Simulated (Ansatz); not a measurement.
Reaction (redistribution): `F[SiH](F)S[SiH2]Cl` + `O[CH2][GeH3]` → `OC[SiH2]Cl` + `F[SiH](F)[S][GeH3]`

Calculated with Ansatz (gas phase, PBE0-D4/def2-TZVP geometries, no zero-point term in ΔE). CCSD(T)/CBS is the MP2 limit (def2-TZVPP, def2-QZVPP) plus CCSD(T) − MP2 in def2-TZVPP, frozen cores. Functionals use def2-TZVPP. B3LYP here is the variant with VWN-RPA as its local correlation; programs differ in this. For Ge outer-core shells are correlated without core-valence functions, which leaves a few kJ/mol of doubt a bond. Scalar relativity is left out up to krypton. One conformer a species, not always the lowest.

```tsv
species	B3LYP-D4 energy (Eh)
`F[SiH](F)S[SiH2]Cl`	-1639.34104
`O[CH2][GeH3]`	-2194.02716
`OC[SiH2]Cl`	-866.19262
`F[SiH](F)[S][GeH3]`	-2967.17854
```

Work out ΔE.

ΔE = (-866.19262) + (-2967.17854) − (-1639.34104) − (-2194.02716) = -0.00296 Eh = -1.9 kcal/mol. CCSD(T)/CBS gives -0.9 kcal/mol.

Largest T1 diagnostic among the species: 0.012.

In def2-TZVPP, CCSD(T) changes the Hartree–Fock value by +1.3 kcal/mol (the triples alone add +0.1 kcal/mol) and MP2 by +1.8 kcal/mol.
